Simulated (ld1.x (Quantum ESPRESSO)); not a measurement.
## As: one change to a TM semilocal potential, before and after

* Element: arsenic (As)
* Generator: ld1.x (Quantum ESPRESSO) 7.5
* Type: norm-conserving Troullier–Martins (semilocal form)
* Functional: LDA (PZ)
* Relativity: scalar-relativistic
* Frozen core: [Ar] 3d10
* Valence charge: 5
* Reference configuration: 4s2 4p3
* Partial waves: 4p (bound): rc 1.45 bohr; 4s (bound): rc 1.70 bohr
* Local potential: the s channel
* Core correction: none

Change: wave 4p (bound): rc 1.45 bohr becomes 4p (bound): rc 1.08 bohr.

Cutoffs: the cutoffs (Ry, on a coarse ladder) from which the occupation-weighted sum of valence levels, in a spherical-Bessel basis at the reference potential, stays within 10 and 1 mRy of its value at 400 Ry; they do not see the model core or the augmentation charge, which bear on the density cutoff. Errors are all-electron minus pseudo energies relative to the spin-unpolarised reference configuration.

**Question.** Predict the effect on cutoff, ghosts and configuration errors.

**Answer.** The potential gets harder (45 Ry and 80 Ry → 260 Ry and 300 Ry); of the 9 tests that both files solve, the error grows in 8 and shrinks in 0 by more than 15 % and 0.3 meV (median size 41.3 → 180.8 meV); the range in which the p phases agree narrows (upper end 4.5 → 0.1); neither file shows a bound ghost. A smaller radius makes the pseudo-wave follow the all-electron one further in, where it bends more sharply, so more plane waves are needed. That the errors move this way runs against the usual rule that smaller radii transfer better. A semilocal file is local in each channel, so a ghost entry of none says nothing of the separable form that plane-wave codes build from it.

```csv
quantity,base,changed
"cutoff, loose",45 Ry,260 Ry
"cutoff, tight",80 Ry,300 Ry
loose cutoff by channel (10 mRy a level),"p 15 Ry, s 18 Ry","p 230 Ry, s 18 Ry"
bound ghosts,none,none
"error for 4s2 4p2, meV [ΔE 9.33 eV]",+3.0,+15
"error for 4s2 4p1, meV [ΔE 27.49 eV]",+24,+73
"error for 4s2 4p0, meV [ΔE 55.53 eV]",+94,+181
"error for 4s0 4p5, meV [ΔE 19.21 eV]",+41,+268
"error for 4s1 4p0, meV [ΔE 106.64 eV]",+446,+452
"error for 4s1 4p3, meV [ΔE 19.49 eV]",+19,+122
"error for 4s2 4p2.5, meV [ΔE 3.64 eV]",+0.3,+3.0
"error for 4s2 4p3 (spin-polarised), meV [ΔE -1.32 eV]",+172,+279
"error for 4s2 4p2 (spin-polarised), meV [ΔE 8.60 eV]",+118,+255
s: phases at 1.84 bohr within 0.05 rad from the reference energy up to (Ry; the scan ends near 5),4.8,4.8
p: phases at 1.84 bohr within 0.05 rad from the reference energy up to (Ry; the scan ends near 5),4.5,0.1
```
